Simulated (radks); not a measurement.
Q: These are the eigenvalues of the occupied orbitals of an atom or ion with whole-number occupations (hartree). Method: scalar-relativistic Kohn-Sham, LDA (Slater exchange, VWN5 correlation), spin-polarised, spherical densities, finite nucleus; Fermi nuclear charge, rms radius of each element as measured or else 0.836 A^(1/3) + 0.57 fm; computed with a radial shooting solver on a logarithmic mesh with Libxc functionals.

orbital  eigenvalue
1s up     -1464.241
1s down   -1464.237
2s up     -267.1236
2s down   -267.0142
2p up     -243.9438
2p down   -243.8572
3s up     -85.85023
3s down   -85.73196
3p up     -78.43526
3p down   -78.31538
3d up     -68.15881
3d down   -68.01617

Which element is it, and in what charge state? The configuration may be excited. Open shells, if any, are filled with parallel spins first.

A: Z = 57, lanthanum, charge +30: La30+ in [Ar] 3d9. The list shows which subshells hold electrons but not how many an open one holds; the 1s level, -1464.2 hartree, gives Z - s = 54.1 by -(Z - s)^2/2, which with screening and relativity narrows Z to a few neighbours, and the depths of the outer levels then fix element, charge and occupations together.
